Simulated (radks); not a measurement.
Excited configurations of the lutetium ion Lu3+: one electron is placed in a higher orbital outside [Xe] 4f13. The ground configuration is [Xe] 4f14. All-electron calculation, scalar-relativistic Kohn-Sham, PBE, spin-polarised, spherical densities, point nucleus; open shells are filled with parallel spins first (spin-orbit coupling, left out, can overturn this in heavy ions). Program: a radial shooting solver on a logarithmic mesh with Libxc functionals. Excitation = E - E(ground); binding = E(ion) - E, where the ion is the core of charge +4; n* = 4/sqrt(2 binding) in atomic units, and the quantum defect is n - n*.

| outer orbital | excitation (eV) | binding (eV) | n* | quantum defect | eigenvalue (eV) | <r> (bohr) |
|---|---|---|---|---|---|---|
| 6d | 30.104 | 16.393 | 3.644 | 2.356 | -14.435 | 4.473 |
| 6f | 36.943 | 9.553 | 4.774 | 1.226 | -8.319 | 7.256 |
| 7s | 29.907 | 16.589 | 3.623 | 3.377 | -14.879 | 5.114 |
| 7d | 36.264 | 10.232 | 4.612 | 2.388 | -9.074 | 7.547 |

Estimate the row for 6s.

Answer. excitation (eV) 15.290; binding (eV) 31.206; n* 2.641; quantum defect 3.359; eigenvalue (eV) -27.545; <r> (bohr) 2.757. The Delta-SCF ionisation energy is 46.496 eV (NIST Atomic Spectra Database: 45.25 eV, semi-empirical). Self-interaction in the functional shifts the binding energies and quantum defects, so they are the method's values and not measured ones. Open shells are spherical and high-spin; term and fine-structure splittings are not resolved. Spin-orbit splitting is averaged out at the scalar-relativistic level.
